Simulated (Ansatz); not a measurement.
Two structures of AlH₅SeO₃, closed shell, reached by relaxing down either side of one saddle point (PBE0-D4/def2-TZVP). Energies are electronic, without zero-point energy. Program: Ansatz 0.2.0. Basis: def2-TZVPP and def2-QZVPP. Cores are frozen in the correlated methods. Filled d shells of the heavier atoms are correlated. The def2 sets are not built for correlating such inner shells, so the correlated values are less sure here. Extrapolation: Hartree–Fock as exp(−7.88 √X), correlation as X^−2.97. First:

```json
{"atom": "Al1", "x (Å)": "0.6329", "y (Å)": "-0.0585", "z (Å)": "0.0284"}
{"atom": "O2", "x (Å)": "0.5577", "y (Å)": "1.6493", "z (Å)": "0.0424"}
{"atom": "O3", "x (Å)": "0.9608", "y (Å)": "-0.8609", "z (Å)": "1.5018"}
{"atom": "O4", "x (Å)": "1.0133", "y (Å)": "-0.8284", "z (Å)": "-1.4497"}
{"atom": "H5", "x (Å)": "-2.3050", "y (Å)": "0.2128", "z (Å)": "-1.1485"}
{"atom": "Se6", "x (Å)": "-1.9784", "y (Å)": "-0.6366", "z (Å)": "0.0038"}
{"atom": "H7", "x (Å)": "0.8018", "y (Å)": "2.1503", "z (Å)": "-0.7337"}
{"atom": "H8", "x (Å)": "1.2368", "y (Å)": "-0.3698", "z (Å)": "2.2734"}
{"atom": "H9", "x (Å)": "1.4376", "y (Å)": "-1.6844", "z (Å)": "-1.4615"}
{"atom": "H10", "x (Å)": "-2.3574", "y (Å)": "0.4263", "z (Å)": "0.9436"}
```

Second:

```xyz
10
angstrom
Al 0.2217 -0.3309 0.0647
O 0.0602 1.5560 -0.4623
O 0.9862 -0.3957 1.5818
O 1.1346 -0.6217 -1.3595
H -0.8724 1.7062 -0.6766
Se -2.0743 -0.9052 -0.0826
H 0.5646 1.5899 -1.2896
H 0.5575 -0.7296 2.3660
H 1.7520 -1.3428 -1.4556
H -2.3300 -0.5261 1.3136
```

(1) Which bonds change from the first to the second?

(2) Give the saddle point's structure and its height above each. (An estimate is asked for; the value comes from the calculation.)

The T1 diagnostic stays at or below 0.012.

Answers

(1) AlH₃O₃ ([OH][Al]([OH])[OH]) + H₂Se → AlH₃SeO₂ ([OH][Al]([OH])[SeH]) + H₂O (still joined by a long Al–O bond); bonds formed: O2–H5; dative contacts that become bonds: Al1–Se6; bonds broken: H5–Se6; bonds weakened to dative contacts: Al1–O2.

(2) By the calculation: 39.4 kJ/mol above the first and 75.9 kJ/mol above the second (CCSD(T) at an estimated basis limit (MP2 extrapolated from triple and quadruple zeta, plus CCSD(T) − MP2 in triple zeta)).
Al1  (0.455, -0.090, 0.049)
O2  (-0.039, 1.561, -0.393)
O3  (0.817, -0.278, 1.696)
O4  (1.278, -0.815, -1.251)
H5  (-1.320, 0.919, -0.576)
Se6  (-2.091, -0.494, -0.318)
H7  (0.370, 2.001, -1.142)
H8  (1.189, -1.066, 2.084)
H9  (1.754, -1.640, -1.210)
H10  (-2.412, -0.097, 1.059)
(Å)

Labels in which every atom is bracketed show which atoms are joined, not bond orders.

For scale, one of the runs: CCSD(T)/def2-TZVPP, 253 basis functions, launched by `ansatz run in.yaml --threads 8 --pin off --events-out ev --progress --plain --max-ram 19148MiB`. Time: 2.5 min of wall clock on 8 CPU threads of an Arm Neoverse V2; the host was shared. Peak host memory: 5.8 GiB.
